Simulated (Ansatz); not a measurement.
Consider the redistribution: `BCCBC` + `C[O][ZnH]` → `CBOC` + `BC[CH2][ZnH]`.

Gas-phase electronic energies from Ansatz, PBE0-D4/def2-TZVP geometries. CCSD(T)/CBS adds triple-zeta CCSD(T) − MP2 to the extrapolated MP2 energy (def2 sets, frozen cores). DFT in def2-TZVPP. B3LYP here is the variant with VWN-RPA as its local correlation; programs differ in this. For Zn outer-core shells are correlated without core-valence functions, which leaves a few kJ/mol of doubt a bond. Scalar relativity is left out up to krypton. Each species was taken in one conformer, which may not be the lowest.

Question: Is it downhill or uphill in electronic energy at CCSD(T)/CBS, and by how much? (Estimate.)

Answer: The calculation gave: Downhill: ΔE = -0.85 eV.

Question: What do these levels give: PBE-D4, B3LYP-D4, ωB97M-V, PBE, r2SCAN, PBE0, B3LYP, MP2/def2-TZVPP, CCSD/def2-TZVPP, CCSD(T)/def2-TZVPP, SCS-MP2/def2-QZVPP, CCSD/CBS(def2)? (An estimate is asked.)

Answer: The calculation gave: PBE-D4 -0.89, B3LYP-D4 -0.89, ωB97M-V -0.91, PBE -0.90, r2SCAN -0.85, PBE0 -0.90, B3LYP -0.90, MP2/def2-TZVPP -0.88, CCSD/def2-TZVPP -0.87, CCSD(T)/def2-TZVPP -0.89, SCS-MP2/def2-QZVPP -0.83, CCSD/CBS(def2) -0.83 eV.

Largest T1 diagnostic among the species: 0.017.

In def2-TZVPP, CCSD(T) changes the Hartree–Fock value by −0.07 eV (the triples alone add −0.02 eV) and MP2 by −0.06 eV.
